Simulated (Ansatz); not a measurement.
The cluster P7S2⁺. Charge 1, multiplicity 1. Geometry PBE-D4/def2-SVP; atoms count from 1.

```csv
atom,x (Å),y (Å),z (Å)
P1,-1.683,1.215,-1.317
P2,1.555,0.363,-0.667
P3,0.571,-1.309,1.880
P4,-1.987,-0.869,-0.466
P5,2.164,0.179,1.628
P6,0.175,-1.490,-0.747
P7,-1.071,-0.589,-2.473
S8,0.180,0.641,2.450
S9,0.097,1.860,-0.287
```

The restricted singlet is unstable towards broken spin symmetry in Hartree–Fock (as tested in another run); at PBE0-D4/def2-TZVP this wasn't settled. Another isomer (singlet) lies 0.48 eV lower at PBE0-D4/def2-TZVP; other spin states weren't run for this one.

Estimate the Mulliken populations from the PBE0/def2-TZVP orbitals of Ansatz.


| atom | charge (e) |
| --- | --- |
| P1 | 0.16 |
| P2 | 0.14 |
| P3 | 0.24 |
| P4 | 0.12 |
| P5 | 0.17 |
| P6 | 0.02 |
| P7 | 0.14 |
| S8 | 0.04 |
| S9 | -0.03 |
Mulliken values and Mayer orders depend strongly on the basis.

And the Mayer bond orders between bonded heavy atoms (over 0.3)?

P1–P4 0.95 (2.27 Å); P1–P7 1.04 (2.23 Å); P1–S9 1.06 (2.16 Å); P2–P5 0.87 (2.38 Å); P2–P6 0.93 (2.31 Å); P2–S9 1.11 (2.12 Å); P3–P5 1.08 (2.19 Å); P3–S8 1.35 (2.07 Å); P4–P6 0.94 (2.27 Å); P4–P7 1.05 (2.22 Å); P5–S8 1.02 (2.20 Å); P6–P7 0.80 (2.31 Å). Values over 0.3 also appear between atoms too far apart for a bond (P3–P6 0.42 at 2.66 Å); they arise where an orbital or an unpaired electron spreads over both atoms.
